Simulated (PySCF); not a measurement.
silicon dioxide molecule (O2Si), SMILES O=[Si]=O. Atoms are numbered in the order given.

```xyz
3

O      0.0000     0.0000     1.5050
Si     0.0000     0.0000     0.0000
O      0.0000     0.0000    -1.5050
```
Charge 0, spin multiplicity 1.

Geometry optimised at ωB97X-D3(BJ)/def2-TZVP.

Calculation: PySCF with PBE/pcSseg-2.

GIAO shieldings, no solvent; atoms alike by connectivity are averaged. δ = σ(ref) − σ: ¹⁷O against H2O (σ = 327.5 ppm); ²⁹Si against TMS (σ = 324.1 ppm), references at their B3LYP-D3(BJ)/def2-TZVP geometries, non-relativistic.

```json
[
 {"nucleus": "¹⁷O", "atoms": "O1, O3", "count": "2", "δ (ppm)": "124.1"},
 {"nucleus": "²⁹Si", "atoms": "Si2", "count": "1", "δ (ppm)": "-2.1"}
]
```
